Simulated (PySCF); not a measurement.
Core-level binding energies of Ge(SiH3)2H2

Species: Ge(SiH3)2H2.
Structure used (PBE0-D3(BJ)/def2-SVP), in Å, numbered top down from 1:
```xyz
11
GeH8Si2 angstrom
Ge    -0.8003    0.0079   -0.5754
Si    -0.8242   -0.0339    1.8069
H     -0.1906   -1.3002    2.2873
H     -2.2191    0.0422    2.3385
H     -0.0404    1.1246    2.3354
Si     1.4455    0.0104   -1.3675
H      2.1305   -1.2436   -0.9268
H      2.1785    1.1814   -0.7955
H      1.4946    0.0902   -2.8595
H     -1.5355    1.2638   -1.0868
H     -1.5411   -1.2284   -1.1256
```

Computed, not measured: delta-SCF UKS SCAN, pcX-2 on the ionised atom, pcseg-1 elsewhere, spin-free X2C (PySCF 2.14.0). Each binding energy is the total energy of the core-ionised species, with the hole localised on one atom, minus that of the ground state; both are solved self-consistently, so orbital relaxation is included.

Question: List the computed XPS lines with their assignment.

Answer: 
```
atom(s)                   environment     level  binding energy (eV)  2p1/2 (eV)  count
Si2/Si6  silicon bonded to Ge and 3 H  Si 2p3/2               106.54      107.17      2
Si2/Si6  silicon bonded to Ge and 3 H     Si 1s              1846.28           –      2
```

Question: Which photon energy gives electrons from Si 2p3/2 of Si2/Si6 a kinetic energy of 150 eV, and what is their de Broglie wavelength?

Answer: hν = 106.54 + 150 = 256.54 eV, recoil neglected; λ = 12.264 Å/√(E/eV) = 1.00 Å.

The first atom of each set that the bonding makes equivalent was ionised and stands for the set. 2p3/2 and 2p1/2 are the ΔSCF energy of one spin-free 2p hole plus the eigenvalues of a spin–orbit and ligand-field matrix of the shell. 2p1/2 minus 2p3/2 (ligand field included): Si 0.62 eV. No level of germanium is listed. Isolated species at its PBE0-D3(BJ)/def2-SVP geometry, gas phase.
